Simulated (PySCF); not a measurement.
CH3BFSi, CH5B2O, AlB2H3N, BH4N2Si (calculated)

Computed with PySCF 2.14.0. Calculation on a computer-drawn molecule: optimised geometry and harmonic frequencies of an isolated molecule of the commonest isotopes, restricted reference for singlets and unrestricted otherwise, frozen core in MP2.

Common to all runs: charge 1; multiplicity 1.

(1) CH3BFSi

Start structure:
```xyz
7
CH3BFSi
B     -0.2225    -1.0884    -1.7443
C      0.2594     0.0947    -2.3526
Si     0.0590     1.6626    -1.6513
F     -0.6915     1.7792    -0.2778
H     -0.6286    -2.0576    -1.2250
H      0.7818     0.0246    -3.3071
H      0.5052     2.9410    -2.1752
```

Here we set method MP2 and basis cc-pV(D+d)Z.

The calculation gives: rotational constants 13.16, 4.524, 3.367 GHz; total energy -452.8813 hartree; convergence status largest gradient component 3.045e-06 hartree/bohr.

Drawn bonds:
```
atom  other atom  order
   1           2      1
   2           3      2
   3           4      1
   1           5      1
   2           6      1
   3           7      1
```

Optimised structure:
```xyz
7
CH3BFSi
B     -0.2214    -1.0921    -1.7470
C      0.2692     0.0876    -2.3720
Si     0.0555     1.6584    -1.6462
F     -0.7052     1.7749    -0.2538
H     -0.6430    -2.0505    -1.1977
H      0.7999     0.0379    -3.3365
H      0.5077     2.9399    -2.1801
```

Modes:
```
frequency (cm⁻¹)  reduced mass (dalton)
           126.9                   3.94
           175.4                  2.865
           349.5                  4.368
           515.7                  1.181
           608.1                   1.33
           750.9                  1.205
           759.2                  1.305
             765                  2.252
           856.2                   1.69
           983.4                  1.521
            1030                  5.673
            1458                  6.537
            2420                  1.046
            2891                  1.127
            3188                  1.089
```

(2) CH5B2O

Start structure:
```xyz
9
CH5B2O
B     -0.4717    -1.1822    -0.7194
C     -0.5213     0.0682     0.0272
B     -1.1108    -0.2958     1.7191
O     -0.2995    -0.6060     2.6657
H     -0.4734    -2.2256    -1.2818
H      0.4702     0.5126     0.2135
H     -1.1635     0.7831    -0.3021
H     -2.1786    -0.1341     1.8575
H      0.6296    -0.7968     2.6270
```

Here we set method HF and basis cc-pVDZ.

The calculation gives: rotational constants 28.98, 4.137, 3.942 GHz; total energy -164.7696 hartree; convergence status largest gradient component 2.628e-05 hartree/bohr.

Drawn bonds:
```
atom  other atom  order
   1           2      1
   2           3      1
   3           4      1
   1           5      1
   2           6      1
   2           7      1
   3           8      1
   4           9      1
```

Optimised structure:
```xyz
9
CH5B2O
B     -0.6533    -1.1292    -0.8244
C     -0.3672    -0.1288     0.2030
B     -1.0460    -0.4360     1.6815
O     -0.3593    -0.3035     2.7987
H     -0.8933    -1.9391    -1.6405
H      0.7155     0.0545     0.2356
H     -0.8712     0.7944    -0.1420
H     -2.1938    -0.7496     1.7163
H      0.5496    -0.0393     2.7786
```

Modes:
```
frequency (cm⁻¹)  reduced mass (dalton)
           76.45                  2.403
           213.1                  2.432
           384.4                  2.007
           502.3                  1.433
           608.3                  1.275
           714.7                  2.169
           794.9                  1.156
           888.8                  1.546
             971                  1.621
            1034                  1.472
            1050                  1.291
            1116                  1.327
            1213                  1.212
            1263                  2.364
            1448                  1.297
            1492                  6.407
            2796                    1.1
            2966                  1.116
            3095                  1.064
            3192                  1.091
            4149                  1.068
```

(3) AlB2H3N

Start structure:
```xyz
7
AlB2H3N
B     -0.6107    -2.5815    -1.4772
N     -0.1052    -1.4736    -1.2315
B      0.3840    -0.2437    -1.0204
Al     1.3051     1.7947    -0.5327
H     -1.1264    -3.6430    -1.6911
H      1.1686     2.8161    -1.6347
H      1.9393     1.9353     0.8221
```

Settings of this run: method HF and basis cc-pV(D+d)Z.

Results for AlB2H3N: rotational constants 121.6, 1.969, 1.938 GHz; total energy -347.2726 hartree; convergence status largest gradient component 9.684e-06 hartree/bohr.

Drawn bonds:
```
atom  other atom  order
   1           2      1
   2           3      2
   3           4      1
   1           5      1
   4           6      1
   4           7      1
```

Optimised structure:
```xyz
7
AlB2H3N
B     -0.6132    -2.5450    -1.4702
N     -0.1069    -1.3971    -1.2234
B      0.4095    -0.2271    -0.9724
Al     1.2886     1.7636    -0.5450
H     -1.0756    -3.5938    -1.6957
H      1.1171     2.7610    -1.7270
H      1.9353     1.8427     0.8681
```

Modes:
```
frequency (cm⁻¹)  reduced mass (dalton)
           103.8                  3.321
           110.6                  3.786
           263.2                  2.694
           297.8                  6.087
           362.6                  9.983
           535.9                  1.594
           611.5                  1.206
           773.3                   1.06
           832.4                  1.347
           833.1                  1.349
            1366                  6.799
            2031                  6.648
            2085                  1.038
            2115                  1.068
            3020                  1.167
```

(4) AlB2H3N

Start structure:
```xyz
7
AlB2H3N
B     -0.6132    -2.5450    -1.4702
N     -0.1069    -1.3971    -1.2234
B      0.4095    -0.2271    -0.9724
Al     1.2886     1.7636    -0.5450
H     -1.0756    -3.5938    -1.6957
H      1.1171     2.7610    -1.7270
H      1.9353     1.8427     0.8681
```

Here we set method MP2 and basis cc-pV(D+d)Z.

The calculation gives: rotational constants 120.6, 1.948, 1.917 GHz; total energy -347.6094 hartree; convergence status largest gradient component 2.113e-05 hartree/bohr.

Drawn bonds:
```
atom  other atom  order
   1           2      1
   2           3      2
   3           4      1
   1           5      1
   4           6      1
   4           7      1
```

Optimised structure:
```xyz
7
AlB2H3N
B     -0.6205    -2.5614    -1.4740
N     -0.1057    -1.3954    -1.2228
B      0.4182    -0.2090    -0.9676
Al     1.2947     1.7771    -0.5420
H     -1.0872    -3.6185    -1.7017
H      1.1165     2.7662    -1.7320
H      1.9388     1.8453     0.8745
```

Modes:
```
frequency (cm⁻¹)  reduced mass (dalton)
           95.22                  3.364
           101.6                  3.831
           242.2                  2.785
           274.7                  6.377
           355.5                  9.835
           511.2                  1.564
           591.9                  1.196
           743.4                  1.062
           762.4                  1.338
           763.5                  1.342
            1283                  6.873
            1957                  7.525
            2050                  1.021
            2088                  1.069
            2931                  1.163
```

(5) BH4N2Si

Start structure:
```xyz
8
BH4N2Si
B     -3.3174     1.7160    -0.4602
N     -2.4674     1.8325     0.5253
Si    -1.5126     2.0248     1.8408
N     -0.9928     0.6300     2.6908
H     -3.9523     1.6230    -1.3840
H     -1.1375     3.3628     2.2531
H     -1.2451    -0.2799     2.4263
H     -0.3693     0.6086     3.4903
```

Here we set method HF and basis cc-pV(D+d)Z.

Results for BH4N2Si: rotational constants 27.34, 3.501, 3.104 GHz; total energy -424.6929 hartree; convergence status largest gradient component 3.227e-05 hartree/bohr.

Drawn bonds:
```
atom  other atom  order
   1           2      1
   2           3      2
   3           4      1
   1           5      1
   3           6      1
   4           7      1
   4           8      1
```

Optimised structure:
```xyz
8
BH4N2Si
B     -3.2731     1.7363    -0.4684
N     -2.5137     1.7632     0.5434
Si    -1.5418     1.9417     1.8234
N     -0.9873     0.6616     2.6726
H     -3.9748     1.7032    -1.4028
H     -1.1137     3.2515     2.2811
H     -1.2073    -0.2970     2.4625
H     -0.3826     0.7573     3.4706
```

Modes:
```
frequency (cm⁻¹)  reduced mass (dalton)
           129.5                  3.292
           164.8                  3.208
           326.5                  3.756
           497.6                  1.217
           614.4                  1.325
           691.5                  1.119
           783.5                  1.525
           833.1                  1.361
           838.8                  1.357
           853.9                  2.218
           976.5                  1.435
            1106                  5.395
            1675                  1.137
            1905                   5.96
            2489                  1.045
            3015                  1.173
            3747                  1.051
            3846                  1.099
```
